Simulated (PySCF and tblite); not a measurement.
Results of a calculation; reference values are marked as such.
System: C₃H₁₀S₂Si, numbered as in [CH3:1][CH:2]([CH3:3])[S:4][S:5][SiH3:6].

Motion: rotation about the C2–S4 bond (torsion C1–C2–S4–S5 from 63° to 193°, rising). GFN2-xTB gives an electronic barrier of 2.9 kcal/mol and a reaction energy of 1.2 kcal/mol.

Q: What does PBE0/pcSseg-1 + D3(BJ) give on GFN2-xTB geometries?

A: A barrier of 3.3 kcal/mol, 0.4 above the tight-binding barrier (from unrounded values), a reaction energy of 0.7 kcal/mol and, with GFN2-xTB thermal terms, ΔG‡(298 K) = 3.7 kcal/mol and k = 1.2×10¹⁰ s⁻¹ (1 equivalent path).

Programs: tblite and PySCF.
